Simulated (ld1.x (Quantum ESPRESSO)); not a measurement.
## molybdenum (Mo): TM pseudisation with LDA (PZ), scalar-relativistic reference atom.

molybdenum, norm-conserving Troullier–Martins (Kleinman–Bylander form), made with ld1.x (Quantum ESPRESSO) 7.5 (LDA (PZ), scalar-relativistic). Core [Kr], reference 4d5 5s1 5p0. Waves: 5s (bound): rc 2.25 bohr; 5p (bound, empty): rc 3.80 bohr; 4d (bound): rc 1.50 bohr. Local part: the d channel. Core correction: none.

Results:

```json
{
 "Cutoffs needed": "45 Ry and 55 Ry (the cutoffs (Ry, on a coarse ladder) from which the occupation-weighted sum of valence levels, in a spherical-Bessel basis at the reference potential, stays within 10 and 1 mRy of its value at 400 Ry)",
 "Ghost test": "ghost states, extra bound levels that the all-electron valence spectrum of the same l lacks: s at -72.4 eV, p at -24.2 eV; a true bound ghost makes a file unfit for plane-wave use (spherical-Bessel basis up to 400 Ry, 20 bohr box)",
 "Largest excitation error": "-74 meV (all-electron minus pseudo) for 4d2 5s0 5p0, out of 7 test configurations"
}
```

Generation and tests took about 2 s on one core of a shared server CPU.
